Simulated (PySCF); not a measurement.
C3H8O2Si, SMILES O[C@H]1CO[SiH2]C1.

Coordinates come from a PBE0-D3(BJ)/def2-SVP optimisation. The structure was generated by enumeration; whether it is a known compound was not checked. One conformer was computed; it need not be the lowest.

Level of theory: PySCF with TDDFT-CAM-B3LYP/def2-SVPD.

Vertical excitations. The molecule is in vacuum.

```
state  energy (eV)  λ (nm)      f                                                                  main pairs
-----  -----------  ------  -----  --------------------------------------------------------------------------
S1            7.09     175  0.002                                                            HOMO→LUMO+1 81 %
S2            7.11     174  0.003                                                            HOMO−1→LUMO 79 %
S3            7.50     165  0.033                                                              HOMO→LUMO 78 %
S4            7.89     157  0.040                   HOMO−1→LUMO+1 55 %, HOMO−2→LUMO+1 27 %, HOMO−3→LUMO+1 8 %
S5            8.10     153  0.019                                                            HOMO−2→LUMO 65 %
S6            8.27     150  0.013  HOMO−2→LUMO+1 27 %, HOMO→LUMO+2 20 %, HOMO−3→LUMO 17 %, HOMO−1→LUMO+3 10 %
S7            8.36     148  0.021   HOMO→LUMO+2 45 %, HOMO→LUMO+3 14 %, HOMO−2→LUMO+1 13 %, HOMO−1→LUMO+1 7 %
S8            8.41     147  0.019    HOMO−3→LUMO 20 %, HOMO→LUMO+3 17 %, HOMO−2→LUMO 17 %, HOMO−2→LUMO+1 13 %
S9            8.51     146  0.019                       HOMO→LUMO+3 43 %, HOMO−1→LUMO+3 21 %, HOMO→LUMO+2 9 %
S10           8.57     145  0.015   HOMO−1→LUMO+3 31 %, HOMO−3→LUMO 21 %, HOMO→LUMO+4 13 %, HOMO−1→LUMO+4 9 %
T1            6.74     184      0                                                            HOMO→LUMO+1 81 %
T2            6.84     181      0                                                            HOMO−1→LUMO 76 %
T3            7.32     169      0                                                              HOMO→LUMO 72 %
T4            7.43     167      0                  HOMO−1→LUMO+1 46 %, HOMO−2→LUMO+1 29 %, HOMO−3→LUMO+1 12 %
```
Triplets are in the Tamm–Dancoff approximation, which puts them higher than full response would, so one can lie above its singlet here.
